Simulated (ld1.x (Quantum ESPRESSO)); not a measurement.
Before and after: TM semilocal potential for lead (Pb)

* Element: Pb (Z = 82)
* Generator: ld1.x (Quantum ESPRESSO) 7.5
* Type: norm-conserving Troullier–Martins (semilocal form)
* Functional: PBE
* Relativity: scalar-relativistic
* Frozen core: [Xe] 4f14 5d10
* Valence charge: 4
* Reference configuration: 6s2 6p2
* Partial waves: 6s (bound): rc 1.75 bohr; 6p (bound): rc 2.25 bohr; 6d channel at 0.05 Ry: rc 2.15 bohr
* Local potential: the d channel
* Core correction: none

Change: core correction a·sin(br)/r model core inside 1.76 bohr.

Cutoffs: the cutoffs (Ry, on a coarse ladder) from which the occupation-weighted sum of valence levels, in a spherical-Bessel basis at the reference potential, stays within 10 and 1 mRy of its value at 400 Ry; they do not see the model core or the augmentation charge, which bear on the density cutoff. Errors are all-electron minus pseudo energies relative to the spin-unpolarised reference configuration.

Question: What does the change do?

Answer: The potential gets neither clearly harder nor softer (25 Ry and 50 Ry → 25 Ry and 50 Ry); of the 7 tests that both files solve, the error grows in 6 and shrinks in 1 by more than 15 % and 0.3 meV (median size 21.2 → 89.1 meV); neither file shows a bound ghost. A semilocal file is local in each channel, so a ghost entry of none says nothing of the separable form that plane-wave codes build from it. A model core, the more so a compact one, raises the density cutoff, which this test does not measure.

| quantity | base | changed |
| --- | --- | --- |
| cutoff, loose | 25 Ry | 25 Ry |
| cutoff, tight | 50 Ry | 50 Ry |
| bound ghosts | none | none |
| error for 6s2 6p1, meV [ΔE 6.58 eV] | +10 | -18 |
| error for 6s2 6p0, meV [ΔE 20.02 eV] | +87 | -120 |
| error for 6s1 6p0, meV [ΔE 52.43 eV] | +171 | -610 |
| error for 6s1 6p3, meV [ΔE 8.74 eV] | +21 | -41 |
| error for 6s0 6p4, meV [ΔE 17.83 eV] | +110 | -159 |
| error for 6s1 6p2, meV [ΔE 16.10 eV] | -4.1 | -89 |
| error for 6s2 6p2.3, meV [ΔE -0.80 eV] | +1.0 | 0.0 |
| s: phases at 2.46 bohr within 0.05 rad from the reference energy up to (Ry; the scan ends near 5) | 2.6 | 2.6 |
| p: phases at 2.46 bohr within 0.05 rad from the reference energy up to (Ry; the scan ends near 5) | 3.5 | 3.5 |
| d: phases at 2.46 bohr within 0.05 rad from the reference energy up to (Ry; the scan ends near 5) | 0.5 | 0.5 |
